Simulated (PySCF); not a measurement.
# TDDFT excited states: C7H11BO2

Species: C7H11BO2.
SMILES with atom numbers: `[CH3:1][C@H:2]1[CH:3]=[CH:4][CH2:5][C:6]([B:7]([OH:8])[OH:9])=[CH:10]1` (hydrogens: H11, H12, H13 on C1; H14 on C2; H15 on C3; H16 on C4; H17, H18 on C5; H19 on O8; H20 on O9; H21 on C10)

Method used: PySCF 2.14.0, density-fitted response routines, TDDFT B3LYP/def2-SVPD, vertical, gas phase, core orbitals frozen in the response. Isolated species at its PBE0-D3(BJ)/def2-SVP geometry (one conformer only). Torsions of this conformer, `[CH3:1][C@H:2]1[CH:3]=[CH:4][CH2:5][C:6]([B:7]([OH:8])[OH:9])=[CH:10]1`: C5–C6–B7–O8 -179°, H–O8–B7–C6 180°, H–O9–B7–C6 0°.

**Question.** What does the calculation give for the low-lying excited states?

**Answer.** 

| state | E (eV) | E (kJ/mol) | λ (nm) | f | main configurations (H = HOMO, L = LUMO) |
| --- | --- | --- | --- | --- | --- |
| S1 | 5.14 | 496 | 241.2 | 0.021 | H→L (92%) |
| S2 | 5.66 | 546 | 219.0 | 0.0021 | H→L+1 (97%) |
| S3 | 5.93 | 573 | 209.0 | 0.010 | H→L+2 (49%), H-1→L (46%) |
| S4 | 6.33 | 611 | 195.7 | 0.0086 | H-2→L (50%), H-1→L+1 (41%) |
| S5 | 6.35 | 612 | 195.3 | 0.0004 | H-2→L (48%), H-1→L+1 (44%) |
| S6 | 6.45 | 623 | 192.1 | 0.245 | H-1→L (29%), H→L+2 (28%), H→L+4 (24%) |
| S7 | 6.61 | 637 | 187.7 | 0.011 | H→L+3 (82%), H-1→L+1 (10%) |
| S8 | 6.68 | 645 | 185.5 | 0.060 | H→L+4 (60%), H-1→L+2 (24%) |
| S9 | 7.08 | 683 | 175.1 | 0.084 | H→L+5 (56%), H-1→L+2 (24%), H-1→L+3 (8%) |
| S10 | 7.17 | 692 | 172.9 | 0.107 | H-1→L+4 (24%), H→L+6 (21%), H-1→L+2 (15%) |

Triplets (Tamm–Dancoff): T1 3.87 eV, H→L (67%), H-1→L (27%); T2 4.33 eV, H→L+2 (42%), H-1→L+2 (20%), H-1→L (20%); T3 5.48 eV, H-1→L (46%), H→L (22%), H→L+2 (17%); T4 5.62 eV, H→L+1 (86%).

The lowest singlet lies at 5.14 eV (241 nm, ultraviolet) and is weak; its leading configuration is HOMO→LUMO (92%). The most intense listed level is S6 at 6.45 eV (192 nm, f = 0.245), 1.31 eV above S1. Löwdin shares by element: HOMO carbon 59% or more (atoms not listed hold the other 41%); LUMO carbon 48% or more, boron 13%, oxygen 6% or more (atoms not listed hold the other 32%). Weighted by f, the mean energy of these states is 6.65 eV. The listed states span 2.03 eV, and the widest gap between neighbours is 0.52 eV (S1 to S2). Orbital energies (eV): HOMO-3 -9.00, HOMO-2 -8.27, HOMO-1 -7.33, HOMO -6.62, LUMO -0.70, LUMO+1 -0.21, LUMO+2 0.20. All these states lie below the vertical ionisation energy of 8.56 eV (ΔSCF). Singlets were solved by full linear response, triplets in the Tamm–Dancoff approximation.
